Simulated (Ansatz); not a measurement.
Total energies of CH$_{4}$BBrO.

```xyz
8

B     0.639   -0.603   -0.676
C     0.009    0.397    0.326
O    -0.465    0.015    1.494
Br   -1.348   -0.099   -1.410
H     0.650   -1.755   -0.365
H     1.414   -0.158   -1.467
H     0.044    1.475    0.165
H    -0.945    0.727    1.933
```

The species carries charge 0 and has multiplicity 1. Correlated methods include outer-core shells of Br, which these sets cover unevenly. Scalar relativity is left out up to krypton. The bonds changed during the relaxation, so this is another structure than the one it started from. All single points use the PBE0-D4/def2-TZVP geometry. It is one conformer, not always the lowest. Basis def2-TZVPP, the Gaussian-basis code of Ansatz.

RPA on PBE orbitals: Hartree–Fock energy of these orbitals -2712.13956 Eh, correlation -1.26088 Eh (frozen core).

```json
{"functional": "BLYP", "kind": "GGA", "energy without D4 (Eh)": "-2714.76165", "D4 term (kJ/mol)": "-33.2"}
{"functional": "r2SCAN", "kind": "meta-GGA", "energy without D4 (Eh)": "-2714.68975", "D4 term (kJ/mol)": "-3.4"}
{"functional": "B97M-V", "kind": "meta-GGA with VV10", "energy without D4 (Eh)": "-2714.30517", "D4 term (kJ/mol)": "–"}
{"functional": "B3LYP", "kind": "global hybrid, 20 %", "energy without D4 (Eh)": "-2714.81864", "D4 term (kJ/mol)": "-24.0"}
{"functional": "r2SCAN0", "kind": "meta-GGA hybrid, 25 %", "energy without D4 (Eh)": "-2714.66972", "D4 term (kJ/mol)": "-4.0"}
{"functional": "CAM-B3LYP", "kind": "range-separated hybrid", "energy without D4 (Eh)": "-2714.83977", "D4 term (kJ/mol)": "-12.4"}
{"functional": "LC-ωPBE", "kind": "long-range corrected hybrid", "energy without D4 (Eh)": "-2714.33118", "D4 term (kJ/mol)": "–"}
{"functional": "ωB97X-V", "kind": "range-separated hybrid GGA with VV10", "energy without D4 (Eh)": "-2714.50035", "D4 term (kJ/mol)": "–"}
{"functional": "ωB97M-V", "kind": "range-separated hybrid meta-GGA with VV10", "energy without D4 (Eh)": "-2714.57759", "D4 term (kJ/mol)": "–"}
{"functional": "PBE-QIDH", "kind": "double hybrid", "energy without D4 (Eh)": "-2713.98740", "D4 term (kJ/mol)": "–"}
```

**Question.** Give the same for LDA (SPW92), PBE, revPBE, PBE0, r2SCANh, HSE06 (plane-wave form), BHLYP, B2PLYP. (Estimate.)

**Answer.** Computed: 
```json
{"functional": "LDA (SPW92)", "kind": "LDA", "energy without D4 (Eh)": "-2710.02550", "D4 term (kJ/mol)": "–"}
{"functional": "PBE", "kind": "GGA", "energy without D4 (Eh)": "-2714.22165", "D4 term (kJ/mol)": "-14.7"}
{"functional": "revPBE", "kind": "GGA", "energy without D4 (Eh)": "-2714.52089", "D4 term (kJ/mol)": "-47.2"}
{"functional": "PBE0", "kind": "global hybrid, 25 % exact exchange", "energy without D4 (Eh)": "-2714.31939", "D4 term (kJ/mol)": "-12.3"}
{"functional": "r2SCANh", "kind": "meta-GGA hybrid, 10 %", "energy without D4 (Eh)": "-2714.68125", "D4 term (kJ/mol)": "-3.6"}
{"functional": "HSE06 (plane-wave form)", "kind": "screened hybrid", "energy without D4 (Eh)": "-2714.31648", "D4 term (kJ/mol)": "-11.4"}
{"functional": "BHLYP", "kind": "global hybrid, 50 %", "energy without D4 (Eh)": "-2714.69378", "D4 term (kJ/mol)": "-18.1"}
{"functional": "B2PLYP", "kind": "double hybrid", "energy without D4 (Eh)": "-2714.28470", "D4 term (kJ/mol)": "–"}
```

B3LYP takes the VWN-RPA correlation (the form of Gaussian; ORCA's B3LYP/G). HSE06 is the plane-wave form, built on full-range PBE exchange. The double hybrids freeze the cores in their second-order part.

LC-ωPBE has ω = 0.4 bohr⁻¹.
